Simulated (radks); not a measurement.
The numbers below are computed, except where a source is named.
Question: The mean radii <r> (bohr) of the occupied orbitals of an atom or ion are listed with their occupations. Code: a radial shooting solver on a logarithmic mesh with Libxc functionals. Model: non-relativistic Kohn-Sham, PBE, spin-unpolarised, spherical densities, point nucleus.

orbital  occ.      <r>
1s          2  0.04638
2s          2   0.2067
2p          6   0.1788
3s          2   0.6079
3p          6   0.6194
3d         10   0.6585

Name the element and its charge.

Answer: Z = 33, arsenic, charge +5: As5+ in [Ar] 3d10. The 1s radius gives Z: for a bare nucleus <r> = 1.5/Z, 0.04545 bohr for Z = 33, and screening makes it slightly larger (0.04638 here). The occupations add up to 28, and the charge is Z minus that.
